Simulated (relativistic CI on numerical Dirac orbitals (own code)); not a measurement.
Hyperfine structure of Xe⁸⁺, mass number 129

Calculated at this level of theory: Dirac-Coulomb-Breit CI, KLI orbitals optimised for each configuration, QED by a radiative potential, unscaled Slater integrals (own radial code, finite nucleus).

Configurations in the expansion (outside the closed core [Ar] 3d10 4s2): 4p⁶4d¹⁰, 4p⁶4d⁹4f, 4p⁶4d⁹5s, 4p⁶4d⁹5p, 4p⁶4d⁹5d, 4p⁵4d¹⁰4f, 4p⁶4d⁹6s, 4p⁶4d⁹6p, 4p⁶4d⁹5f, 4p⁶4d⁹6d. Double excitations out of closed p, d and f shells are left out; levels of such configurations are missing from the list, as are those of other unlisted configurations, and high levels can miss mixing partners.

Nuclear spin I = 1/2, μ = -0.77796 μN (tables of Stone and Pyykkö). The electronic factors are computed for point nuclear moments, without core polarisation or the Bohr-Weisskopf and QED corrections.

| Level | E (eV) | A (MHz) |
| --- | --- | --- |
| 4p⁶4d⁹5s ³D3 | 56.5730 | -17070 |
| 4p⁶4d⁹5s ³D2 | 57.0509 | 9456 |
| 4p⁶4d⁹5s ³D1 | 58.6009 | 14140 |
| 4p⁶4d⁹5s ¹D2 | 59.1091 | -24890 |
| 4p⁶4d⁹5p ³P°2 | 71.4311 | 891.4 |
| 4p⁶4d⁹5p ³F°3 | 71.9622 | -6218 |
| 4p⁶4d⁹5p ³F°2 | 73.6434 | -10070 |
| 4p⁶4d⁹5p ³P°1 | 73.7368 | -1576 |

Levels with J = 0, under 50 % of one LS term, or S terms without an open s electron are left out. Small factors come from cancelling terms and can be off by tens of per cent or more.

At this charge configurations can still be misplaced by up to about 7 % of their energy. Levels and lines within the n = 5 or 6 shells can be off by up to 10 % or somewhat more, and those that change n by about 2 %, since core polarisation is missing.

Task: Give the hyperfine levels of 4p⁶4d⁹5s ³D3 relative to its centre of gravity.

Result: With K = F(F + 1) − I(I + 1) − J(J + 1), E = AK/2: F = 5/2: 34140, F = 7/2: -25600 MHz.

LS names give the leading component of a level, which can be under half, so a name can repeat, a term be missing and a line seem to break the LS rules.
